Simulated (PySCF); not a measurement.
C2H8O3Sn, SMILES [Sn]([OH])([CH2]C)([OH])[OH] (connectivity only; charge and spin as stated), charge +1, multiplicity 2. Atoms are numbered in the order given.

```xyz
14

O      0.0275     1.7366     1.1974
Sn     0.3233     0.1679     0.0146
O      0.9211    -1.4871     0.9319
O      1.3160     0.5647    -1.6575
C     -1.8577    -0.3625    -0.7318
C     -2.4306    -1.4462     0.1014
H      0.1231     1.5181     2.1517
H      1.6500    -1.9399     0.4514
H      1.4463     1.5276    -1.8102
H     -2.2729     0.6584    -0.6114
H     -1.5560    -0.6048    -1.7710
H     -2.6185    -1.1584     1.1544
H     -1.8771    -2.4033     0.0457
H     -3.4476    -1.6554    -0.3349
```
Charge +1, spin multiplicity 2.

Geometry: PBE-D3(BJ)/def2-SVP. The def2 effective core potentials stand for the cores of Sn; spin–orbit coupling is left out. The values are those of a single conformer.

Calculation: PySCF with CAM-B3LYP/def2-TZVP.

Isolated molecule, no solvent.

Estimate the frontier levels, dipole moment and polarisability. (Estimate from the structure and the level; the computed values follow.)


| Item | Value |
|---|---|
| α spin, highest occupied and lowest empty level | -14.70 and -6.07 eV |
| β spin, highest occupied and lowest empty level | -15.33 and -9.56 eV |
| dipole moment about the centre of nuclear charge | 3.70 D |
| mean static polarisability | 79.3 bohr³ (11.75 Å³) |
| polarisability, principal values | 70.2, 71.4, 96.3 bohr³ |
| ⟨S²⟩ | 0.760 (pure state 0.75) |
